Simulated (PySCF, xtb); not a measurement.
B(H)(I)(OMe) (CH4BIO), SMILES O(C)BI.

GFN2-xTB (xtb 6.7.1) at its own geometry gives an orbital gap of 4.90 eV and a dipole moment of 6.68 D.

Geometry: PBE0-D3(BJ)/def2-SVP. The def2 effective core potentials stand for the cores of I; spin–orbit coupling is left out. The values are those of a single conformer.

Q: What does PBE/def2-TZVP (PySCF) give? (Estimate from the structure and the level; the computed values follow.)

A: gap 4.58 eV (levels -6.22 and -1.64 eV), dipole 2.82 D.
